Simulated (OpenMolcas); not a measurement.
# 4f2 along the 56-electron sequence

```json
{
 "Program": "OpenMolcas 26.06",
 "Method": "CASSCF",
 "Basis": "ANO-RCC-VTZP",
 "Scalar Hamiltonian": "DKH2, point nucleus",
 "Spin-orbit coupling": "RASSI with atomic mean-field integrals over the reference wave functions, term energies averaged over their components"
}
```

Active space for each ion: 2 electrons in 14 orbitals (4f 5f).

Computed levels in cm-1 above 3H4:

```csv
Level,Ce2+,Pr3+,Nd4+
3H5,1664,2292,3006
3H6,3437,4709,6132
3F2,5457,6705,7718
1G4,6488,8153,9629
3F3,6506,8164,9650
3F4,8737,11231,13622
weight of 3H in the lowest level (%),98,97,97
```

Mixed levels, with the weight of the term that names them: Ce2+ 1G4 (52 %), Ce2+ 3F4 (54 %), Pr3+ 1G4 (52 %), Pr3+ 3F4 (53 %), Nd4+ 1G4 (52 %), Nd4+ 3F4 (54 %).

Measured, with the error of the calculation in %. Measured levels: Ce2+, Pr3+ from Martin, Zalubas and Hagan, Atomic Energy Levels: The Rare-Earth Elements, NSRDS-NBS 60 (1978); Nd4+ from the list in Carvajal Gallego et al., Mon. Not. R. Astron. Soc. 518, 332 (2023).

```csv
Level,Ce2+,Pr3+,Nd4+
3H5,1528 (+8.9),2152 (+6.5),2834 (+6.0)
3H6,3127 (+9.9),4389 (+7.3),5743 (+6.8)
3F2,3763 (+45.0),4997 (+34.2),5894 (+31.0)
3F3,4765 (+36.5),6415 (+27.3),7785 (+24.0)
```

The fine-structure level 3H6 changes by a factor of 1.78 from Ce2+ to Nd4+. Its fourth root runs 7.66, 8.28, 8.85, with steps per unit of Z of 0.63, 0.57; equal steps would mean a (Z - σ)^4 law with constant σ.

3F2 changes by a factor of 1.41 over the same range, with steps per unit of Z of +1250, +1010 cm-1.

Without dynamic correlation excited terms often stand tens of per cent too high (terms of higher spin than the ground term too low), and those without a measured partner can miss by more than the paired ones. Active for correlation alone: 5f; no level in the range computed is led by a configuration that fills it, so any true level of that kind is missing. Computed and measured levels are paired by configuration, term and J; levels that our copy of the source lacks, or whose pairing is in doubt (as where it misses far off the trend of its configuration), stay unpaired and out of the deviations. Levels of configurations outside the active space are missing.
